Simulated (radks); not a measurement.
Initial-state core-level shifts of neutral caesium when its valence configuration changes from [Xe] 6s1. All-electron calculation, scalar-relativistic Kohn-Sham, PBE, spin-unpolarised, spherical densities, finite nucleus; Fermi nuclear charge, rms radius 4.8041 fm. Program: a radial shooting solver on a logarithmic mesh with Libxc functionals. Shifts are changes of the shell-averaged eigenvalues in eV (positive: less bound); the change of the density at the nucleus, which sets a Mossbauer isomer shift, is in e/bohr^3, on a base of 3.065e+05.

[
 {"valence": "4f1", "3p": "-3.520", "4p": "-3.512", "4d": "-3.509", "5s": "-3.475", "density at nucleus": "-7.02"},
 {"valence": "6p1", "3p": "-1.275", "4p": "-1.273", "4d": "-1.271", "5s": "-1.261", "density at nucleus": "-7.35"},
 {"valence": "5d0.5 6s0.5", "3p": "-0.063", "4p": "-0.060", "4d": "-0.057", "5s": "-0.043", "density at nucleus": "-3.90"},
 {"valence": "4f0.5 6s0.5", "3p": "-1.883", "4p": "-1.880", "4d": "-1.879", "5s": "-1.867", "density at nucleus": "-2.53"},
 {"valence": "5d1", "3p": "-0.183", "4p": "-0.177", "4d": "-0.170", "5s": "-0.142", "density at nucleus": "-7.76"}
]
